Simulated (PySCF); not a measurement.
Correlation energy of S⁺ (sulfur, charge +1)

[Ne] 3s2 3p3, high-spin 4S determinant. Computed with PySCF 2.14 in x2c-TZVPall, with scalar relativity by spin-free X2C-1e. Frozen: [Ne]; 5 electrons correlated.

MP2 pair energies summed by pair of shells (mhartree):

```json
{"pair": "3s-3p", "energy": "-57.60", "share (%)": "65.9"}
{"pair": "3p-3p", "energy": "-20.25", "share (%)": "23.2"}
{"pair": "3s-3s", "energy": "-9.61", "share (%)": "11.0"}
```

Total MP2 correlation energy: -87.46 mhartree.

Same-spin part -23.70 and opposite-spin part -63.76 mhartree; SCS-MP2 scales them by 1/3 and 6/5 to -84.41 mhartree.

| level | correlation energy (mhartree) |
| --- | --- |
| CCSD | -107.50 |
| (T) | -3.46 |
| CCSD(T) | -110.96 |

Diagnostics: T1 = 0.0028, D1 = 0.0064, largest double amplitude 0.062.

Cost of the coupled-cluster step: 0.41 s of wall time on 1 thread of Neoverse-V1 (shared host), for 5 correlated electrons.
